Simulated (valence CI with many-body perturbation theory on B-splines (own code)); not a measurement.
## Level structure of Xe XXIV

Calculated by relativistic CI+MBPT: three valence electrons over a frozen Dirac-Fock core [Ar] 3d10, radial functions for each j: 11 s, 11 p, 10 d, 8 f, 5 g, 2 h, with the one-electron correlation potential Σ1 (screened to all orders), the two-electron term Σ2, the three-electron term Σ3, Breit, model QED; selected single and double excitations, second order for the rest, scaled by the run's own slope (own B-spline code, finite nucleus).

No measured spectrum was set against this ion. As an estimate, levels hold to about 250 cm⁻¹ or 0.2 % of their energy and the worst to 1 %, as in measured heavy ions of charge 2 to 7; those with d or f electrons hold less well.

Levels 91 to 135 of 179, with energies above the lowest level, 4s2 4p 2P°_1/2. "Leading %" is the weight of the configuration and term that name the level; weights of strongly mixed levels are sums over their largest components and can fall short. In the jj column 3d3/2^4 stands for four electrons in 3d with j = 3/2. Lifetimes count E1, E2, E3, M1 and M2 decay at the calculated energies, and are blank where another channel may lead or the interval is too uncertain; long ones can be off by a factor of two.

```
No.  Configuration  Term     J  E (eV)  Leading %       g  Lifetime                Leading jj
 91       4s 4p 4f    4F   9/2  269.10         45   1.297   3.19 ps     4s 4p3/2 4f7/2 (45 %)
 92       4s 4p 4f    4F   7/2  269.16         52   1.234   3.42 ps     4s 4p3/2 4f5/2 (48 %)
 93       4s 4p 4f    4D   5/2  269.62         50   1.227   4.34 ps     4s 4p3/2 4f5/2 (42 %)
 94       4s 4p 4f    4D   3/2  269.73         80   1.056   4.91 ps     4s 4p3/2 4f5/2 (81 %)
 95       4s 4p 4f    4D   1/2  269.88         99  -0.002   5.52 ps     4s 4p3/2 4f5/2 (99 %)
 96         4s 4d2    2F   5/2  272.22         51   0.883   3.54 ps     4s 4p3/2 4f5/2 (37 %)
 97       4s 4p 4f    2F   7/2  272.46         43   1.079   3.76 ps     4s 4p3/2 4f7/2 (55 %)
 98         4s 4d2    2F   7/2  273.97         55   1.133   4.53 ps         4s 4d5/2^2 (35 %)
 99       4s 4p 4f    2D   5/2  275.14         25   1.051   2.90 ps     4s 4p3/2 4f7/2 (34 %)
100         4s 4d2    2P   1/2  277.26         49   1.248   2.31 ps     4s 4d3/2 4d5/2 (43 %)
101       4s 4p 4f    2G   9/2  278.89         87   1.111   3.73 ps     4s 4p3/2 4f7/2 (59 %)
102         4s 4d2    2P   3/2  280.25         49   1.117   2.64 ps     4s 4d3/2 4d5/2 (41 %)
103         4s 4d2    2S   1/2  280.80         53   1.444   2.81 ps         4s 4d5/2^2 (70 %)
104       4s 4p 4f    2D   3/2  281.30         39   0.988   3.11 ps         4s 4d5/2^2 (44 %)
105       4s 4p 4f    2D   3/2  285.18         82   0.796   2.88 ps     4s 4p3/2 4f5/2 (77 %)
106       4s 4p 4f    2F   7/2  285.19         45   1.102   2.10 ps     4s 4p3/2 4f5/2 (29 %)
107       4s 4p 4f    2D   5/2  285.36         43   1.053   2.54 ps     4s 4p3/2 4f7/2 (44 %)
108       4s 4p 4f    2G   9/2  285.54         59   1.120   2.29 ps     4s 4p3/2 4f7/2 (43 %)
109       4s 4p 4f    2D   5/2  285.68         54   1.081   2.56 ps     4s 4p3/2 4f7/2 (46 %)
110       4s 4p 4f    2G   7/2  287.53         59   0.921   2.33 ps     4s 4p3/2 4f5/2 (39 %)
111         4s2 5s    2S   1/2  287.79         98   2.001    869 fs            4s^2 5s (98 %)
112         4p 4d2   4G°   5/2  302.80         44   0.724   28.8 ps      4p1/2 4d3/2^2 (68 %)
113         4p 4d2   4G°   7/2  307.63         20   1.085   16.6 ps      4p1/2^2 4f7/2 (62 %)
114         4p 4d2   4G°   7/2  309.53         47   1.024   12.3 ps  4p1/2 4d3/2 4d5/2 (74 %)
115         4p 4d2   4G°   5/2  310.19         37   0.901   7.34 ps  4p1/2 4d3/2 4d5/2 (61 %)
116         4p 4d2   2H°   9/2  311.54         38   1.022   17.7 ps  4p1/2 4d3/2 4d5/2 (76 %)
117         4p 4d2   2D°   3/2  312.53         44   0.931   7.59 ps  4p1/2 4d3/2 4d5/2 (79 %)
118         4p2 4f   4G°   5/2  312.66         30   0.916   4.67 ps      4p1/2^2 4f5/2 (42 %)
119         4s2 5p   2P°   1/2  312.71         97   0.666   2.36 ps         4s^2 5p1/2 (97 %)
120         4p 4d2   4D°   1/2  314.38         86   0.093   5.51 ps      4p1/2 4d3/2^2 (60 %)
121         4p 4d2   4P°   1/2  314.94         58   2.313   5.17 ps  4p1/2 4d3/2 4d5/2 (73 %)
122         4p 4d2   4G°   9/2  315.76         52   1.136   17.2 ps      4p1/2 4d5/2^2 (62 %)
123         4p 4d2   4D°   7/2  316.05         20   1.197   9.87 ps      4p1/2 4d5/2^2 (61 %)
124         4p 4d2   4F°   3/2  316.82         42   0.829   2.85 ps      4p1/2 4d3/2^2 (78 %)
125         4p 4d2   2F°   5/2  318.33         28   1.051   5.19 ps      4p1/2 4d5/2^2 (36 %)
126         4p 4d2   4D°   3/2  319.42         43   1.092   5.49 ps      4p1/2 4d5/2^2 (41 %)
127         4s2 5p   2P°   3/2  319.96         96   1.334   2.47 ps         4s^2 5p3/2 (96 %)
128         4p 4d2   4D°   5/2  320.40         35   1.226   4.00 ps  4p1/2 4d3/2 4d5/2 (48 %)
129         4p2 4f   4F°   7/2  320.57         19   1.114   3.80 ps  4p1/2 4d3/2 4d5/2 (35 %)
130         4p2 4f   2H°  11/2  320.89         37   1.168   21.0 ps  4p1/2 4p3/2 4f7/2 (64 %)
131         4p2 4f   2G°   7/2  321.48         66   0.990   6.07 ps  4p1/2 4p3/2 4f5/2 (49 %)
132         4p 4d2   4P°   3/2  322.03         57   1.655   3.81 ps  4p1/2 4d3/2 4d5/2 (54 %)
133         4p2 4f   4G°   9/2  322.38         41   1.132   6.00 ps  4p1/2 4p3/2 4f7/2 (48 %)
134         4p2 4f   2D°   5/2  322.96         33   0.985   5.01 ps  4p1/2 4p3/2 4f5/2 (49 %)
135         4p2 4f   4G°   7/2  323.07         38   1.087   5.03 ps  4p1/2 4p3/2 4f5/2 (47 %)
```

Names give the largest LS component (configuration and term), which can be under half, so a name can repeat, a term be missing and a line seem to break the LS rules; names also repeat where a configuration has a term twice.

Where two levels of one J and parity lie close, their mixing, g and order are uncertain.
